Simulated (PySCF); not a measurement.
Molfile (atoms numbered from 1):
```
C4H10SSi
     RDKit          3D

 16 16  0  0  0  0  0  0  0  0999 V2000
    2.2977   -0.5466   -0.4688 Si  0  0  0  0  0  4  0  0  0  0  0  0
    0.6677    0.1128   -1.2050 C   0  0  0  0  0  0  0  0  0  0  0  0
   -0.2451    0.6981   -0.1591 C   0  0  2  0  0  0  0  0  0  0  0  0
   -0.8890   -0.2782    0.8294 C   0  0  0  0  0  0  0  0  0  0  0  0
   -2.3135    0.2593    0.7077 C   0  0  0  0  0  0  0  0  0  0  0  0
   -1.9064    1.2523   -0.7760 S   0  0  0  0  0  0  0  0  0  0  0  0
    2.0191   -1.6359    0.4692 H   0  0  0  0  0  0  0  0  0  0  0  0
    3.1287   -1.0373   -1.5667 H   0  0  0  0  0  0  0  0  0  0  0  0
    2.9725    0.5434    0.2378 H   0  0  0  0  0  0  0  0  0  0  0  0
    0.1394   -0.6826   -1.7346 H   0  0  0  0  0  0  0  0  0  0  0  0
    0.8922    0.8830   -1.9460 H   0  0  0  0  0  0  0  0  0  0  0  0
    0.2257    1.5480    0.3389 H   0  0  0  0  0  0  0  0  0  0  0  0
   -0.8189   -1.3027    0.4639 H   0  0  0  0  0  0  0  0  0  0  0  0
   -0.4733   -0.2394    1.8364 H   0  0  0  0  0  0  0  0  0  0  0  0
   -2.6159    0.9133    1.5235 H   0  0  0  0  0  0  0  0  0  0  0  0
   -3.0885   -0.4784    0.5152 H   0  0  0  0  0  0  0  0  0  0  0  0
  1  2  1  0
  2  3  1  0
  3  4  1  0
  4  5  1  0
  5  6  1  0
  6  3  1  0
  1  7  1  0
  1  8  1  0
  1  9  1  0
  2 10  1  0
  2 11  1  0
  3 12  1  1
  4 13  1  0
  4 14  1  0
  5 15  1  0
  5 16  1  0
M  END
```

Geometry: GFN2-xTB; GIAO absolute shieldings from PySCF 2.14, gas phase, non-relativistic, averaged over equivalent atoms.

At BLYP/pcseg-1 (142 basis functions, 28 s wall time on 1 thread of an Intel Xeon Platinum 8488C, shared host):
| atoms | σ (ppm) |
| --- | --- |
| Si1 | 412.0 |
| C3 | 137.1 |
| C4 | 149.6 |
| C2 | 159.1 |
| C5 | 162.0 |
| S6 | 383.2 |
| H12 | 27.70 |
| H7/H8/H9 | 28.28 |
| H15 | 28.38 |
| H16 | 28.96 |
| H14 | 29.13 |
| H13 | 29.25 |
| H10 | 30.47 |
| H11 | 30.60 |

**Question.** Predict the values at PBE0/pcSseg-1 on the same geometry.

**Answer.** 
```csv
atoms,σ at PBE0/pcSseg-1,change
Si1,430.0,+18.0
C3,141.4,+4.3
C4,151.7,+2.1
C2,161.9,+2.8
C5,163.4,+1.4
S6,433.4,+50.2
H12,27.71,+0.01
H7/H8/H9,28.03,-0.25
H15,28.30,-0.08
H16,28.92,-0.04
H14,29.12,-0.01
H13,29.22,-0.03
H10,30.45,-0.02
H11,30.52,-0.08
```

The largest change is at S6 (sulfide sulfur). Cost: 166 basis functions, 25 s wall time on 1 thread of an Intel Xeon Platinum 8488C, shared host. The order of the carbon signals is the same at both levels.
